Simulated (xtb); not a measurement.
C7H15O, charge +2, quartet, geometry from GFN2-xTB of the parent state (a state made from the parent by changing its charge; the spin is typed, not shown lowest); xtb with GFN2-xTB.

Here is a job for xtb.
```
$ xtb mol.xyz --gfn 2 --chrg 2 --uhf 3 --json

# file mol.xyz
23

C      4.00968992    -0.06470166     0.26845825
C      2.66327073    -0.42925903    -0.34447779
C      1.51989346     0.22483959     0.43490336
C      0.17478148    -0.13893378    -0.18559280
C     -0.98838738     0.52570477     0.62496721
C     -2.22024204     0.15964867    -0.06346023
C     -2.94335921    -1.06716060     0.27031819
O     -2.68391435     0.84801911    -1.03355735
H      4.16533168     1.01092404     0.24800057
H      4.81065858    -0.53697897    -0.29326076
H      4.06884274    -0.40312467     1.29966351
H      2.53960688    -1.51335776    -0.33379541
H      2.63477745    -0.09805491    -1.38400101
H      1.65516572     1.30755205     0.42788187
H      1.55273665    -0.11199803     1.47186014
H      0.05074078    -1.22183028    -0.17864887
H      0.14811183     0.20060750    -1.22254534
H     -0.81838849     1.60434754     0.63354542
H     -0.95460577     0.13699382     1.64154938
H     -3.57564966    -1.39507534    -0.55279984
H     -3.60083488    -0.85200672     1.12007700
H     -2.27368317    -1.85917911     0.59940602
H     -2.22537731     1.68620017    -1.23917103
```

What the program printed (banner, timings and long lists left out):

```
   ID    Z sym.   atoms
    1    6 C      1-7
    2    8 O      8
    3    1 H      9-23

           -------------------------------------------------
          |                Calculation Setup                |
           -------------------------------------------------

           -------------------------------------------------
          |                 G F N 2 - x T B                 |
           -------------------------------------------------

          ...................................................
          :                      SETUP                      :
          :.................................................:
          :  # basis functions                  47          :
          :  # atomic orbitals                  47          :
          :  # shells                           31          :
          :  # electrons                        47          :
          :  max. iterations                   250          :
          :  Hamiltonian                  GFN2-xTB          :
          :  restarted?                      false          :
          :  GBSA solvation                  false          :
          :  PC potential                    false          :
          :  electronic temp.          300.0000000     K    :
          :  accuracy                    1.0000000          :
          :  -> integral cutoff          0.2500000E+02      :
          :  -> integral neglect         0.1000000E-07      :
          :  -> SCF convergence          0.1000000E-05 Eh   :
          :  -> wf. convergence          0.1000000E-03 e    :
          :  Broyden damping             0.4000000          :
          :  net charge                          2          :
          :  unpaired electrons                  3          :
          ...................................................

 iter      E             dE          RMSdq      gap      omega  full diag
   1    -25.7676875 -0.257677E+02  0.257E+00    7.83       0.0  T
   2    -25.4276044  0.340083E+00  0.300E+00    7.08       1.0  T
   3    -25.5299141 -0.102310E+00  0.244E+00    8.36       1.0  T
   4    -25.6680352 -0.138121E+00  0.193E+00    7.73       1.0  T
   5    -25.7327330 -0.646978E-01  0.131E+00    7.85       1.0  T
   6    -25.8020319 -0.692989E-01  0.737E-01    7.60       1.0  T
   7    -25.8101354 -0.810353E-02  0.548E-01    7.74       1.0  T
   8    -25.8101431 -0.772110E-05  0.486E-01    7.71       1.0  T
   9    -25.8137073 -0.356413E-02  0.264E-01    7.63       1.0  T
  10    -25.8138244 -0.117164E-03  0.176E-01    7.66       1.0  T
  11    -25.8146868 -0.862359E-03  0.109E-01    7.63       1.0  T
  12    -25.8148099 -0.123106E-03  0.673E-02    7.63       1.0  T
  13    -25.8147145  0.954133E-04  0.611E-02    7.64       1.0  T
  14    -25.8148441 -0.129608E-03  0.298E-02    7.64       1.0  T
  15    -25.8148736 -0.294783E-04  0.140E-02    7.64       1.5  T
  16    -25.8148847 -0.111866E-04  0.365E-03    7.64       5.7  T
  17    -25.8148849 -0.189593E-06  0.201E-03    7.64      10.4  T
  18    -25.8148851 -0.162452E-06  0.533E-04    7.64      39.1  T
  19    -25.8148851 -0.107391E-07  0.157E-04    7.64     132.5  T

   *** convergence criteria satisfied after 19 iterations ***

         :::::::::::::::::::::::::::::::::::::::::::::::::::::
         ::                     SUMMARY                     ::
         :::::::::::::::::::::::::::::::::::::::::::::::::::::
         :: total energy             -25.448592774439 Eh    ::
         :: gradient norm              0.119056385872 Eh/a0 ::
         :: HOMO-LUMO gap              7.640808325320 eV    ::
         ::.................................................::
         :: SCC energy               -25.814896437999 Eh    ::
         :: -> isotropic ES            0.308551667140 Eh    ::
         :: -> anisotropic ES         -0.026312318548 Eh    ::
         :: -> anisotropic XC          0.016016640802 Eh    ::
         :: -> dispersion             -0.010642854430 Eh    ::
         :: repulsion energy           0.366303663560 Eh    ::
         :: add. restraining           0.000000000000 Eh    ::
         :: total charge               1.999999999987 e     ::
         :::::::::::::::::::::::::::::::::::::::::::::::::::::

           -------------------------------------------------
          |                Property Printout                |
           -------------------------------------------------

    * Orbital Energies and Occupations

         #    Occupation            Energy/Eh            Energy/eV
      -------------------------------------------------------------
         1        2.0000           -1.0264725             -27.9317
       ...           ...                  ...                  ...
        13        2.0000           -0.8308768             -22.6093
        14        2.0000           -0.8211054             -22.3434
        15        2.0000           -0.8165675             -22.2199
        16        2.0000           -0.7896739             -21.4881
        17        2.0000           -0.7889761             -21.4691
        18        2.0000           -0.7858875             -21.3851
        19        2.0000           -0.7706509             -20.9705
        20        1.9996           -0.7669057             -20.8686
        21        1.9988           -0.7657594             -20.8374
        22        1.9348           -0.7619175             -20.7328
        23        1.0651           -0.7568571             -20.5951
        24        1.0017           -0.7533190             -20.4989
        25        1.0000           -0.5617274             -15.2854 (HOMO)
        26                         -0.2809328              -7.6446 (LUMO)
        27                         -0.2519192              -6.8551
        28                         -0.2292660              -6.2386
        29                         -0.2219313              -6.0391
        30                         -0.2129286              -5.7941
        31                         -0.1829704              -4.9789
        32                         -0.1779264              -4.8416
        33                         -0.1660742              -4.5191
        34                         -0.1542238              -4.1966
        35                         -0.1343298              -3.6553
        36                         -0.1245791              -3.3900
       ...                                ...                  ...
        47                          0.1972961               5.3687
      -------------------------------------------------------------
                  HL-Gap            0.2807945 Eh            7.6408 eV
             Fermi-level           -0.5903590 Eh          -16.0645 eV

     #   Z          covCN         q      C6AA      α(0)
     1   6 C        3.753    -0.130    23.062     6.848
     2   6 C        3.802    -0.064    21.727     6.636
     3   6 C        3.804    -0.073    21.887     6.660
     4   6 C        3.811    -0.084    22.091     6.690
     5   6 C        3.803    -0.058    21.623     6.620
     6   6 C        2.826     0.116    25.436     8.264
     7   6 C        3.756    -0.114    22.729     6.798
     8   8 O        1.661    -0.253    18.208     5.760
     9   1 H        0.925     0.185     1.175     1.695
    10   1 H        0.925     0.174     1.239     1.741
    11   1 H        0.925     0.183     1.188     1.705
    12   1 H        0.924     0.193     1.133     1.664
    13   1 H        0.924     0.192     1.142     1.671
    14   1 H        0.924     0.160     1.328     1.802
    15   1 H        0.924     0.163     1.305     1.786
    16   1 H        0.925     0.134     1.503     1.917
    17   1 H        0.924     0.129     1.542     1.942
    18   1 H        0.924     0.136     1.491     1.910
    19   1 H        0.925     0.130     1.535     1.938
    20   1 H        0.925     0.230     0.960     1.532
    21   1 H        0.924     0.153     1.371     1.831
    22   1 H        0.925     0.127     1.561     1.954
    23   1 H        0.803     0.370     0.543     1.157

 Mol. C6AA /au·bohr⁶  :       2942.190558
 Mol. C8AA /au·bohr⁸  :      65614.196538
 Mol. α(0) /au        :         80.522949

Wiberg/Mayer (AO) data.
largest (>0.10) Wiberg bond orders for each atom

 ---------------------------------------------------------------------------
     #   Z sym  total        # sym  WBO       # sym  WBO       # sym  WBO
 ---------------------------------------------------------------------------
     1   6 C    3.862 --     2 C    1.090    10 H    0.888    11 H    0.857
                             9 H    0.852
     2   6 C    3.914 --     1 C    1.090     3 C    1.010    13 H    0.837
                            12 H    0.835
     3   6 C    3.951 --     2 C    1.010     4 C    0.986    14 H    0.877
                            15 H    0.874
     4   6 C    3.958 --     3 C    0.986     5 C    0.959    17 H    0.914
                            16 H    0.908
     5   6 C    3.903 --     4 C    0.959    19 H    0.938    18 H    0.912
                             6 C    0.889
     6   6 C    3.377 --     8 O    1.302     7 C    1.008     5 C    0.889
     7   6 C    3.837 --     6 C    1.008    22 H    0.946    21 H    0.907
                            20 H    0.793
     8   8 O    2.294 --     6 C    1.302    23 H    0.819
     9   1 H    0.939 --     1 C    0.852
    10   1 H    0.907 --     1 C    0.888
    11   1 H    0.941 --     1 C    0.857
    12   1 H    0.937 --     2 C    0.835
    13   1 H    0.938 --     2 C    0.837
    14   1 H    0.961 --     3 C    0.877
    15   1 H    0.961 --     3 C    0.874
    16   1 H    0.970 --     4 C    0.908
    17   1 H    0.971 --     4 C    0.914
    18   1 H    0.972 --     5 C    0.912
    19   1 H    0.974 --     5 C    0.938
    20   1 H    0.891 --     7 C    0.793
    21   1 H    0.959 --     7 C    0.907
    22   1 H    0.980 --     7 C    0.946
    23   1 H    0.858 --     8 O    0.819
 ---------------------------------------------------------------------------

Topologies differ in total number of bonds
Writing topology from bond orders to xtbtopo.mol

molecular dipole:
                 x           y           z       tot (Debye)
 q only:        2.214      -0.263       0.282
   full:        2.343      -0.117       0.288       6.007
molecular quadrupole (traceless):
                xx          xy          yy          xz          yz          zz
 q only:       48.387       2.187     -21.508       1.277      -1.807     -26.879
  q+dip:       44.989       2.136     -18.844       0.630      -2.649     -26.145
   full:       46.098       2.039     -19.448       0.703      -2.546     -26.650

           -------------------------------------------------
          | TOTAL ENERGY              -25.448592774439 Eh   |
          | GRADIENT NORM               0.119056385872 Eh/α |
          | HOMO-LUMO GAP               7.640808325320 eV   |
           -------------------------------------------------

normal termination of xtb
```
